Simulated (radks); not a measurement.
Task: Radial electron density D(r) = 4 pi r^2 rho(r) of an atom or ion with 10 electrons. Method: scalar-relativistic Kohn-Sham, SCAN, spin-polarised, spherical densities, finite nucleus; meta-GGA in the generalised Kohn-Sham scheme; Fermi nuclear charge, rms radius of each element as measured or else 0.836 A^(1/3) + 0.57 fm; computed with a radial shooting solver on a logarithmic mesh with Libxc functionals.

```
   r/bohr * D(r) (the largest magnitude, 46.2, reaches the edge; | marks zero)
  0.00144 |*
 0.001745 |*
 0.002114 | *
 0.002562 |  *
 0.003129 |   *
 0.003791 |     *
 0.004593 |       *
 0.005566 |         *
 0.006744 |             *
 0.008171 |                 *
 0.009901 |                      *
    0.012 |                            *
  0.01465 |                                   *
  0.01775 |                                         *
  0.02151 |                                              *
  0.02607 |                                                 *
  0.03158 |                                                  *
  0.03827 |                                                *
  0.04637 |                                            *
  0.05618 |                                        *
  0.06862 |                                       *
  0.08315 |                                          *
   0.1007 |                                                 *
   0.1221 |                                                      *
   0.1479 |                                                      *
   0.1792 |                                             *
   0.2172 |                               *
   0.2631 |                 *
   0.3214 |      *
   0.3894 | *
   0.4718 *
   0.5717 *
```

What is the nuclear charge?

Result: Z = 35. The innermost maximum, from 1s, lies near gamma/Z bohr with gamma = sqrt(1 - (Z/c)^2) = 0.967, here 0.0276 bohr (found: 0.0296), and its height grows with Z. The density is that of the bromine ion Br25+ in [Ne]; the configuration itself is not fixed sharply by these data, and Z only to about a unit. D(r) has 2 maxima, at r = 0.0296, 0.133 bohr, and minima at 0.0649 bohr, inside which lie 2.11 electrons.
